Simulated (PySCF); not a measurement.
A structure optimised at B3LYP-D3(BJ)/def2-SVP, used in a PySCF frequency run:

```xyz
8

Al    -0.5224     0.7680     0.0000
H     -1.8953     1.5100     0.0000
F      0.8980     1.6392     0.0000
O     -0.4750    -0.9143     0.0000
C      0.4085    -1.9980     0.0000
H      0.2425    -2.6302    -0.8906
H      1.4688    -1.6839     0.0000
H      0.2425    -2.6302     0.8906
```
Charge 0, spin multiplicity 1.

Problem. Write its SMILES, formula and point group.

Solution. C[O][AlH][F], CH4AlFO, Cs

Problem. What are its rotational constants (standard atomic weights)?

Solution. 14.317, 3.3981, 2.7948 GHz
